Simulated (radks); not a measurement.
Values are calculated unless marked as measured or tabulated.
Spherical quantum dot in the effective-mass picture: electrons in a parabolic well V = omega^2 r^2 / 2 with omega = 0.0802, all in effective atomic units (hartree* = m*/eps^2 hartree, bohr* = eps/m* bohr), one dielectric constant everywhere. Level of theory: non-relativistic Kohn-Sham, LDA (Slater exchange, Perdew-Wang correlation), spin-polarised, spherical densities (a radial shooting solver with Libxc functionals). Levels are named by radial order and angular momentum (1s, 1p, 1d, 2s, ...), and open shells are averaged over m. Results are scaled to m* = 0.107 and eps = 5.8, for which hartree* = 86.55 meV and bohr* = 2.868 nm.

N = 35, configuration 1s2 1p6 1d10 2s2 1f14 2p(up 1, down 0). This is the lowest configuration that the search found (a dilute case). Occupied levels:

| level | occupation | eigenvalue (meV) | <r> (nm) |
|---|---|---|---|
| 1s up | 1 | 247.63 | 29.09 |
| 1s down | 1 | 247.82 | 30.51 |
| 1p up | 3 | 248.71 | 35.26 |
| 1p down | 3 | 248.81 | 35.83 |
| 1d up | 5 | 250.01 | 38.55 |
| 1d down | 5 | 250.07 | 38.75 |
| 2s up | 1 | 250.45 | 29.23 |
| 2s down | 1 | 250.71 | 28.20 |
| 1f up | 7 | 251.58 | 40.71 |
| 1f down | 7 | 251.62 | 40.77 |
| 2p up | 1 | 252.67 | 30.84 |

Energy (meV): total 5224.25, kinetic 121.33, external 1793.2, Hartree 3638.7, exchange-correlation -329.06.

Electron density:

| r (nm) | n(r) (e/nm^3) |
|---|---|
| 1.56 | 0.00008219 |
| 5.47 | 0.00007956 |
| 9.38 | 0.00007397 |
| 13.3 | 0.00006625 |
| 17.2 | 0.00005884 |
| 21.1 | 0.00005514 |
| 25.0 | 0.00005759 |
| 28.9 | 0.00006591 |
| 32.8 | 0.00007639 |
| 36.8 | 0.00008256 |
| 40.7 | 0.00007701 |
| 44.6 | 0.00005755 |
| 48.5 | 0.00003187 |
| 52.4 | 0.00001246 |
| 56.3 | 3.328e-06 |
| 60.2 | 5.959e-07 |
| 64.1 | 7.375e-08 |
| 68.0 | 6.286e-09 |
| 72.0 | 3.603e-10 |
